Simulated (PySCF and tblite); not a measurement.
Values are calculated unless marked as measured or tabulated.
# Barrier and rate of a rotation

System: 1-hepten-3-one, C7H12O, numbered as in [CH2:1]=[CH:2][C:3](=[O:4])[CH2:5][CH2:6][CH2:7][CH3:8].

Motion: rotation about the C2–C3 bond (torsion C1–C2–C3–O4 from 0° to 180°, rising). Geometries: GFN2-xTB; energies: PBE0/pcSseg-1 + D3(BJ); zero-point and thermal terms from GFN2-xTB harmonic modes (soft modes blended into free rotors). Rate constants are transition-state-theory values, counting equivalent paths, without tunnelling. Programs: tblite and PySCF.

```csv
point,symmetry,E(GFN2) kcal/mol,E(DFT) kcal/mol,ZPE change kcal/mol,lowest mode cm⁻¹,dipole D
start,Cs,0.0,0.0,0.00,37,2.61
saddle,C1,3.3,5.9,-0.34,93i,2.75
end,Cs,0.8,0.2,0.12,48,3.08
```

```
Electronic barrier                                      : 5.9 kcal/mol
Barrier with zero-point energy                          : 5.6 kcal/mol
ΔH‡ (298 K)                                             : 5.2 kcal/mol
ΔS‡ (298 K, symmetry apart)                             : -2.4 cal/(mol K)
Paths                                                   : 2 equivalent paths
End point                                               : a different minimum
Mean lifetime of the start against this motion at 298 K : 1.7 ns
Cost                                                    : 4.6 min on 1 thread of Intel Xeon @ 2.50GHz, on a host shared with other jobs (rough), peak memory 1 GiB, launched as `OMP_NUM_THREADS=1 python ens_run.py task.json out`
```

| T/K | ΔG‡ kcal/mol | k s⁻¹ | ΔG kcal/mol | k back s⁻¹ |
| --- | --- | --- | --- | --- |
| 150 | 5.7 | 3.2×10⁴ | 0.3 | 9.6×10⁴ |
| 200 | 5.8 | 4.2×10⁶ | 0.3 | 9.9×10⁶ |
| 250 | 5.8 | 8.3×10⁷ | 0.3 | 1.6×10⁸ |
| 298 | 5.9 | 5.7×10⁸ | 0.3 | 1×10⁹ |
| 350 | 6.0 | 2.6×10⁹ | 0.3 | 4.2×10⁹ |
| 400 | 6.1 | 7.6×10⁹ | 0.4 | 1.2×10¹⁰ |
| 500 | 6.3 | 3.5×10¹⁰ | 0.4 | 5.1×10¹⁰ |

ΔG and ΔG‡ leave out symmetry numbers and mirror images; rates count paths: 2 out, 2 back.
